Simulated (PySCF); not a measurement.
CH₅BFNO, SMILES NB(O)CF. Geometry: PBE0-D3(BJ)/def2-SVP. This is a generated structure with no PubChem entry under its InChIKey; it may be hypothetical. One conformer was computed; it need not be the lowest.

Method: PBE0-D3(BJ)/def2-SVP (PySCF).

Harmonic wavenumbers (cm⁻¹): 99, 211, 384, 401, 428, 473, 513, 613, 785, 876, 887, 998, 1097, 1242, 1276, 1413, 1454, 1464, 1599, 3048, 3101, 3636, 3747, 3925. Rotational constants (GHz): 8.751, 3.585, 2.584; symmetry number 1.

### Question
Work out the zero-point energy and the ideal-gas rigid-rotor harmonic-oscillator thermochemistry at 298.15 K and 1 atm.

### Answer
ZPE = ½ Σ hcν = ½ × 33670 cm⁻¹ = 201.39 kJ/mol. H − E(el) = 219.50 kJ/mol. Entropy in J/(mol K): translation 162.90, rotation 107.89, vibration 45.74, total 316.53. G − E(el) = 125.12 kJ/mol. Cp = 94.96 J/(mol K). Modes under 150 cm⁻¹ make the vibrational entropy uncertain.
